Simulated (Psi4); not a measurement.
Donor–acceptor adduct: AlH3 (SMILES [AlH3]) (first 4 atoms) with CH5N (SMILES CN); geometry from B3LYP-D3(BJ)/def2-TZVP, rigid monomers moved along the line of their centres of mass till Al1···N6 is 2.36 Å.
(charge 0, multiplicity 1):
```xyz
11

Al    -0.32762     0.59589     1.67060
H     -0.75495    -0.86570     1.18551
H      0.92991     1.27228     0.95263
H     -1.49152     1.56324     2.18414
C     -0.32908    -0.65635     4.71457
N      0.58837     0.01290     3.76310
H     -1.17543     0.00189     4.89894
H      0.16206    -0.89528     5.65862
H     -0.69873    -1.56963     4.25321
H      0.95472     0.86864     4.17162
H      1.39324    -0.57923     3.57607
```

Method: Psi4 with SAPT0/jun-cc-pV(D+d)Z.

Which attractive term is largest, and how does the interaction split up?

electrostatics -158.3, exchange 104.0, induction -62.5, dispersion -18.8, total -135.6 kJ/mol; the largest attraction is electrostatics.
